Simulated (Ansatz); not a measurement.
Computed with Ansatz on PBE0-D4/def2-TZVP structures; ΔE is electronic, products minus reactants. CCSD(T)/CBS adds triple-zeta CCSD(T) − MP2 to the extrapolated MP2 energy (def2 sets, frozen cores). Functionals use def2-TZVPP. B3LYP here is the variant with VWN-RPA as its local correlation; programs differ in this. Elements past krypton have def2 core potentials. For Sn outer-core shells are correlated without core-valence functions, which leaves a few kJ/mol of doubt a bond. Each species was taken in one conformer, which may not be the lowest.

Consider the substitution at a C–O bond: `C[O][Sn]([O]C)([O]C)[O]C` + `O[Si]1(F)CO1` → `CO[Si]1(F)CO1` + `C[O][Sn]([OH])([O]C)[O]C`.

```tsv
level	ΔE (kJ/mol)	difference from CCSD(T)/CBS
PBE-D4	-1.6	0.7
r2SCAN-D4	-2.2	0.1
PBE0-D4	-2.9	-0.6
B3LYP-D4	-4.1	-1.8
ωB97X-V	-4.4	-2.1
ωB97M-V	-4.2	-1.9
B2PLYP	-4.6	-2.3
PBE	-3.2	-0.9
r2SCAN	-2.9	-0.6
PBE0	-4.4	-2.1
B3LYP	-6.3	-4.0
HF/def2-TZVPP	-8.2	-5.9
MP2/def2-TZVPP	-1.0	1.3
SCS-MP2/def2-TZVPP	-2.2	0.1
CCSD/def2-TZVPP	-2.7	-0.4
CCSD(T)/def2-TZVPP	-1.6	0.7
HF/def2-QZVPP	-8.5	-6.2
MP2/def2-QZVPP	-1.5	0.8
SCS-MP2/def2-QZVPP	-2.7	-0.4
HF/CBS(def2)	-8.5	-6.2
MP2/CBS(def2)	-1.7	0.6
CCSD/CBS(def2)	-3.5	-1.2
CCSD(T)/CBS	-2.3	0
```

Largest T1 diagnostic among the species: 0.014.

In def2-TZVPP, CCSD(T) changes the Hartree–Fock value by +6.7 kJ/mol (the triples alone add +1.2 kJ/mol) and MP2 by +7.3 kJ/mol.
